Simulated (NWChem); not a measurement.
System: MgSiH₃OF; SMILES [F][Mg][O][SiH3]

```xyz
7

Mg     0.0173    -1.4441     0.0000
F      0.1892    -3.1727     0.0000
O     -0.1607     0.3402     0.0000
Si    -0.3173     1.9660     0.0000
H     -1.0610     2.4478    -1.2023
H      1.0118     2.6475     0.0000
H     -1.0610     2.4478     1.2023
```
Atoms are numbered in this order, from 1.

All runs use the structure optimised with B3LYP/6-31G* (spherical d).

Task: Give the principal values of the shielding tensors (ppm) of Mg1, F2, O3, Si4 from PBE/pcSseg-1, GIAO (NWChem), with their diamagnetic and paramagnetic parts as GIAO splits them.

Result: 
```
atom    σ11    σ22    σ33  isotropic  diamagnetic  paramagnetic
----  -----  -----  -----  ---------  -----------  ------------
Mg1   433.3  433.3  708.4      525.0        707.9        -182.9
F2    394.0  394.0  484.3      424.1        472.1         -48.0
O3    313.2  385.7  385.8      361.6        400.5         -39.0
Si4   325.2  325.3  487.0      379.2        880.8        -501.6
```
